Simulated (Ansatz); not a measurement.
```csv
atom,x (Å),y (Å),z (Å)
C,0.0000,0.0000,-0.4810
O,0.0000,0.0000,0.6194
H,0.0000,-0.8689,-1.0347
H,0.0000,0.8689,-1.0347
```

Basis set: 6-31G* (spherical functions). Correlated methods keep 2 orbitals frozen. Charge 0, multiplicity 1.

Computed with Ansatz (development build ahead of 0.2.0); each method stands on the lowest determinant of its kind that the runs found. Restricted open shells among the atoms or ions are ROHF, correlated in semicanonical orbitals with singles.

(1) Give the atomization energy at this shape (free ground-state atoms in the same class of orbitals less the molecule, no zero-point energy) of singlet CH2O by RHF-MP2, RHF.

## Answers

(1)

| method | atomization energy |
| --- | --- |
| RHF-MP2 | 14.11 eV |
| RHF | 10.62 eV |

Caution: no unrestricted run beside it, a lower state can exist; the shape is not the minimum.
